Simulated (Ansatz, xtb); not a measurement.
C3H9BGe: which of two isomers lies lower

We compare a, `B[C@@H]1C[C@H]1[GeH3]`, a singlet, with b, `B[C@@H]1C[C@@H]1[GeH3]`, a singlet. Both are isolated molecules in the gas phase, relaxed with B3LYP/def2-SVP; the shapes shown needn't be the lowest conformers.

a (Å):

```xyz
14

C    -0.9269   -0.3440    0.7479
C    -1.6151   -1.1748    1.8390
C    -1.2170    0.2161    2.1695
B    -1.7614    0.2285   -0.4025
Ge    0.2844    0.6104    3.3620
H    -2.9260    0.4965   -0.2081
H    -1.2903    0.4328   -1.4960
H     0.1198   -0.6143    0.5681
H    -2.6787   -1.3983    1.7153
H    -1.0282   -2.0061    2.2429
H    -2.0314    0.9472    2.2194
H    -0.1951    0.6583    4.8296
H     0.9202    1.9688    2.9974
H     1.3383   -0.5078    3.2047
```

b (Å):

```json
{"atom": "C", "x (Å)": "-0.4329", "y (Å)": "0.0035", "z (Å)": "2.8045"}
{"atom": "C", "x (Å)": "-1.5980", "y (Å)": "0.9754", "z (Å)": "2.5027"}
{"atom": "C", "x (Å)": "-0.5623", "y (Å)": "0.7557", "z (Å)": "1.4609"}
{"atom": "B", "x (Å)": "-0.7997", "y (Å)": "-1.4752", "z (Å)": "2.9690"}
{"atom": "Ge", "x (Å)": "-0.9435", "y (Å)": "-0.1230", "z (Å)": "-0.2547"}
{"atom": "H", "x (Å)": "-1.5927", "y (Å)": "-1.9889", "z (Å)": "2.2143"}
{"atom": "H", "x (Å)": "-0.3357", "y (Å)": "-2.1446", "z (Å)": "3.8612"}
{"atom": "H", "x (Å)": "0.3244", "y (Å)": "0.4305", "z (Å)": "3.4710"}
{"atom": "H", "x (Å)": "-1.5961", "y (Å)": "1.9135", "z (Å)": "3.0659"}
{"atom": "H", "x (Å)": "-2.5942", "y (Å)": "0.5452", "z (Å)": "2.3605"}
{"atom": "H", "x (Å)": "0.1724", "y (Å)": "1.5629", "z (Å)": "1.3614"}
{"atom": "H", "x (Å)": "-0.9154", "y (Å)": "0.9517", "z (Å)": "-1.3652"}
{"atom": "H", "x (Å)": "0.1234", "y (Å)": "-1.1928", "z (Å)": "-0.5728"}
{"atom": "H", "x (Å)": "-2.3375", "y (Å)": "-0.7807", "z (Å)": "-0.2359"}
```

Quicker runs give these differences E(b) − E(a): GFN2-xTB +0.92 kcal/mol; HF/STO-3G +1.56 kcal/mol (at GFN2-xTB geometries); r2SCAN-D4/def2-SVP +1.44 kcal/mol (at GFN2-xTB geometries).

Task: Estimate E(b) − E(a) at the level CCSD(T)/def2-SVP + ΔMP2/def2-TZVPP.

Result: Too close to call at this level: CCSD(T)/def2-SVP + ΔMP2/def2-TZVPP gives E(b) − E(a) = +1.60 kcal/mol.

The same difference at several levels:

| level | geometry | E(b) − E(a) (kcal/mol) | departure from the last row (kcal/mol) | job, with rough time for the two |
| --- | --- | --- | --- | --- |
| GFN2-xTB | GFN2-xTB | +0.92 | −0.68 | optimisation, 0.4 s |
| HF/STO-3G | GFN2-xTB | +1.56 | −0.04 | single point, 0.9 s |
| r2SCAN-D4/def2-SVP | GFN2-xTB | +1.44 | −0.16 | single point, 5.3 s |
| B3LYP/def2-SVP | B3LYP/def2-SVP | +1.87 | +0.27 | optimisation, 93 s |
| HF/def2-SVP | B3LYP/def2-SVP | +1.99 | +0.39 | part of the CCSD(T) run |
| MP2/def2-SVP | B3LYP/def2-SVP | +1.86 | +0.26 | part of the CCSD(T) run |
| CCSD(T)/def2-SVP | B3LYP/def2-SVP | +1.68 | +0.08 | single point |
| CCSD(T)/def2-SVP + ΔMP2/def2-TZVPP | B3LYP/def2-SVP | +1.60 |  | single point, 74 s |

As drawn, both hold the same kinds of bond in the same numbers.

The largest departure from CCSD(T)/def2-SVP + ΔMP2/def2-TZVPP is that of GFN2-xTB, 0.68 kcal/mol. The last row adds to CCSD(T) the change of the MP2 difference between the two basis sets, here −0.08 kcal/mol.

With thermal terms from frequencies at re-optimised GFN2-xTB minima (ideal gas, soft modes damped towards free rotors, one conformer each, 298.15 K, 1 atm): the zero-point term adds +0.08 kcal/mol; ΔH is +1.59 and ΔG +1.91 kcal/mol.

The correlated steps freeze 13 core orbitals; the filled d shell of Ge is correlated, in a basis made for valence electrons. Codes used: Ansatz 0.2.0, xtb 6.7.1; the last row on 2 threads of Intel(R) Xeon(R) Platinum 8259CL CPU @ 2.50GHz (Skylake/Cascade Lake) on a shared host.
